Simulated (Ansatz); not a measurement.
Single points on the cluster K3Na3⁻.

```yaml
crystal:
  periodic: [false, false, false]
  atoms:
    - {symbol: Na, position_ang: [-2.184989, -0.274886, 2.599871]}
    - {symbol: Na, position_ang: [-0.066687, -0.649695, -0.121476]}
    - {symbol: Na, position_ang: [3.348366, -0.209950, -0.629501]}
    - {symbol: K, position_ang: [-3.484566, 0.694951, -1.383177]}
    - {symbol: K, position_ang: [1.896897, -0.309841, 3.237867]}
    - {symbol: K, position_ang: [0.490979, 0.749411, -3.703593]}
basis:
  gaussian: {orbitals: def2-TZVPD, initial_orbitals: start.molden}
total_charge: -1
magnetization: {spin_polarized: true, initial_magnetization: 1}
hamiltonian: {xc: pbe}
scf: {omitted_lower_state_checks: [starts]}
output: {orbitals: {seedname: orbitals}}
```

The file start.molden holds the orbitals of an earlier run on this structure, at another level or in another basis.

```sh
$ ansatz run in.yaml --threads 4 --pin off --events-out ev --progress --plain --max-ram 3916MiB
```

Output, abridged:

```
Functional definition: PBE
1944 factors; their error is unknown
mean field evaluation 1: about -62197.0584 eV, gradient 6.4e0 eV
mean field evaluation 2: about -62197.1284 eV, gradient 1.6e-1 eV
mean field evaluation 4: about -62197.0637 eV, gradient 5.4e-2 eV
mean field evaluation 8: about -62197.0639 eV, gradient 2.4e-5 eV
mean field evaluation 16: about -62197.0639 eV, gradient 1.1e-5 eV
mean field -62197.06385649 eV, -2285.6999380419 hartree, gradient 8.8e-6 eV, S^2 0.771305; 0 other end points of the search recorded, 0 dependent functions left out
reference -62197.06390660 eV, -2285.6999398833 hartree; 46, 45 occupied and 167, 168 virtual orbitals, 1944 factors
Total energy: -62197.06390660 eV, -2285.6999398833 hartree
Checks for a lower state left out: starts
```

It took 40 s on 4 threads of Intel Xeon on a shared host, peak host memory 0.88 GiB.

The first input with `hamiltonian: {xc: pbe0}` (abridged; 53 s):

```
Functional definition: PBE0
mean field evaluation 16: about -62201.9029 eV, gradient 7.4e-6 eV
mean field -62201.90285138 eV, -2285.8777678242 hartree, gradient 7.4e-6 eV, S^2 0.820961
Total energy: -62201.90288960 eV, -2285.8777692285 hartree
Checks for a lower state left out: starts
```

The first input with `hamiltonian: {xc: r2scan}` (abridged; 2 min):

```
Functional definition: r2SCAN
mean field evaluation 16: about -62218.1801 eV, gradient 1.8e-5 eV
mean field -62218.18007225 eV, -2286.4759446582 hartree, gradient 3.6e-6 eV, S^2 1.152140
Total energy: -62218.18023527 eV, -2286.4759506487 hartree
Checks for a lower state left out: starts
```

Geometry: r2SCAN/def2-SVP, that of the neutral singlet.

At PBE/def2-TZVPD, PBE0/def2-TZVPD, r2SCAN/def2-TZVPD the highest occupied level of the charge -1 doublet lies above zero (up to 0.30 eV). By energy differences its removal costs 0.68 eV (vertical, to the charge 0 singlet, at PBE/def2-TZVPD); a positive level beside a positive removal energy at the same level points to self-interaction error. At PBE/def2-TZVPD the gap within one spin of the charge -1 doublet nearly closes, so an electron or hole may be smeared out by delocalisation error. At r2SCAN/def2-TZVPD the charge -1 doublet is spin-contaminated (final ⟨S²⟩ up to 1.15, 0.75 for a pure state). The structure comes from a short search, and lower isomers may exist.
